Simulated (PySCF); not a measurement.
Isomers of C6H11FS2Si, mass 194.006 u with the commonest isotopes. Method used: PBE0/pcSseg-1 in PySCF (dipole) on a GFN2-xTB geometry, gas phase. One conformer each, none proved a minimum here; rigid rotors.

Task: Order these by out-of-plane moment Σ m c² = (Ia + Ib − Ic)/2, largest first.
A. `[CH3:1][S:2][SiH:3]([S:4][CH3:5])[C:6]1=[CH:7][CH2:8][C@@H:9]1[F:10]` with C1–S2–Si3–S4 -171°, S2–Si3–S4–C5 -25°, S2–Si3–C6–C7 93°
B. `[CH3:1][S:2][CH2:3][S:4][SiH2:5][C:6]1=[CH:7][CH2:8][C@H:9]1[F:10]` with C1–S2–C3–S4 65°, S2–C3–S4–Si5 83°, C3–S4–Si5–C6 -80°, S4–Si5–C6–C7 29°
C. `[CH3:1]/[C:2](=[CH:3]\[F:4])[SiH:5]1[S:6][CH2:7][CH2:8][CH2:9][S:10]1` with C1–C2–Si5–S6 54°, C2–Si5–S6–C7 168°, Si5–S6–C7–C8 -59°, S6–C7–C8–C9 79°, C7–C8–C9–S10 -80°

Result: A (76.20 u·Å²), B (70.26 u·Å²), C (44.21 u·Å²).

Task: Order these by rotational constant B, smallest first.
A. `[CH3:1][S:2][CH2:3][S:4][SiH2:5][C:6]1=[CH:7][CH2:8][C@H:9]1[F:10]` with C1–S2–C3–S4 65°, S2–C3–S4–Si5 83°, C3–S4–Si5–C6 -80°, S4–Si5–C6–C7 29°
B. `[CH3:1][S:2][SiH:3]([S:4][CH3:5])[C:6]1=[CH:7][CH2:8][C@@H:9]1[F:10]` with C1–S2–Si3–S4 -171°, S2–Si3–S4–C5 -25°, S2–Si3–C6–C7 93°
C. `[CH3:1]/[C:2](=[CH:3]\[F:4])[SiH:5]1[S:6][CH2:7][CH2:8][CH2:9][S:10]1` with C1–C2–Si5–S6 54°, C2–Si5–S6–C7 168°, Si5–S6–C7–C8 -59°, S6–C7–C8–C9 79°, C7–C8–C9–S10 -80°

Result: A (474.3 MHz), C (546.6 MHz), B (620.6 MHz).

Task: Order these by rotational constant C, largest first.
A. `[CH3:1][S:2][CH2:3][S:4][SiH2:5][C:6]1=[CH:7][CH2:8][C@H:9]1[F:10]` with C1–S2–C3–S4 65°, S2–C3–S4–Si5 83°, C3–S4–Si5–C6 -80°, S4–Si5–C6–C7 29°
B. `[CH3:1]/[C:2](=[CH:3]\[F:4])[SiH:5]1[S:6][CH2:7][CH2:8][CH2:9][S:10]1` with C1–C2–Si5–S6 54°, C2–Si5–S6–C7 168°, Si5–S6–C7–C8 -59°, S6–C7–C8–C9 79°, C7–C8–C9–S10 -80°
C. `[CH3:1][S:2][SiH:3]([S:4][CH3:5])[C:6]1=[CH:7][CH2:8][C@@H:9]1[F:10]` with C1–S2–Si3–S4 -171°, S2–Si3–S4–C5 -25°, S2–Si3–C6–C7 93°

Result: C (443.0 MHz), B (425.2 MHz), A (386.6 MHz).

```json
{"SMILES": "C/C(=C\\F)[SiH]1SCCCS1", "point group": "C1", "Ia (u·Å²)": "352.51", "Ib (u·Å²)": "924.52", "Ic (u·Å²)": "1188.60", "κ": "-0.76", "μa (D)": "2.83", "μb (D)": "0.07", "μc (D)": "0.94"}
{"SMILES": "CS[SiH](SC)C1=CC[C@@H]1F", "point group": "C1", "Ia (u·Å²)": "478.84", "Ib (u·Å²)": "814.34", "Ic (u·Å²)": "1140.77", "κ": "-0.42", "μa (D)": "1.33", "μb (D)": "0.84", "μc (D)": "0.81"}
{"SMILES": "CSCS[SiH2]C1=CC[C@H]1F", "point group": "C1", "Ia (u·Å²)": "382.08", "Ib (u·Å²)": "1065.59", "Ic (u·Å²)": "1307.15", "κ": "-0.81", "μa (D)": "1.02", "μb (D)": "1.20", "μc (D)": "1.03"}
```
